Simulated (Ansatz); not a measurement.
Two isomers of CH7GeNO: A = `N[CH2][GeH2][OH]`, B = `NC[O][GeH3]`.

Isolated molecules relaxed with PBE0-D4/def2-TZVP in Ansatz; ΔE leaves out vibrations. CBS: MP2 limit from def2 TZ/QZ plus the TZ coupled-cluster correction, frozen cores. DFT in def2-TZVPP. B3LYP here is the variant with VWN-RPA as its local correlation; programs differ in this. For Ge outer-core shells are correlated without core-valence functions, which leaves a few kJ/mol of doubt a bond. Scalar relativity is left out up to krypton. One conformer a species, not always the lowest.

Question: Which isomer does CCSD(T)/CBS put lower? Give the gap. (Best estimate.)

Answer: Computed: A, by 40.0 kJ/mol.

Question: Give E(B) − E(A) in kJ/mol with CCSD(T)/def2-TZVPP, PBE-D4, B3LYP-D4, CCSD/def2-TZVPP, HF/def2-TZVPP, MP2/def2-TZVPP, PBE0-D4. (An estimate is asked.)

Answer: The calculation gave: CCSD(T)/def2-TZVPP 34.9, PBE-D4 30.6, B3LYP-D4 29.4, CCSD/def2-TZVPP 35.3, HF/def2-TZVPP 23.7, MP2/def2-TZVPP 40.7, PBE0-D4 32.9. None reverses the order clearly.

Largest T1 diagnostic: 0.012.

In def2-TZVPP, CCSD(T) changes the Hartree–Fock value by +11.2 kJ/mol (the triples alone add −0.4 kJ/mol) and MP2 by +17.0 kJ/mol.
